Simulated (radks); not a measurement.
Isoelectronic series with 9 electrons, all held in the configuration [He] 2s2 2p5, which need not be the ground one along the series. All-electron calculation, non-relativistic Kohn-Sham, PBE, spin-polarised, spherical densities, point nucleus; open shells are filled with parallel spins first (spin-orbit coupling, left out, can overturn this in heavy ions). Program: a radial shooting solver on a logarithmic mesh with Libxc functionals. Total energies (hartree) and mean radii <r> (bohr):

| ion | E (hartree) | 2p down | 2p up |
|---|---|---|---|
| F | -99.66566 | 1.127 | 1.089 |
| Mg3+ | -196.15359 | 0.6458 | 0.6388 |
| P6+ | -326.48698 | 0.4612 | 0.4582 |
| Ar9+ | -490.60554 | 0.3599 | 0.3582 |
| Sc12+ | -688.49155 | 0.2954 | 0.2943 |
| Cr15+ | -920.13754 | 0.2506 | 0.2499 |
| Co18+ | -1185.53980 | 0.2177 | 0.2172 |
| Zn21+ | -1484.69625 | 0.1925 | 0.1920 |
| As24+ | -1817.60566 | 0.1725 | 0.1721 |
| Kr27+ | -2184.26723 | 0.1563 | 0.1560 |
| Mo33+ | -3018.84485 | 0.1315 | 0.1314 |
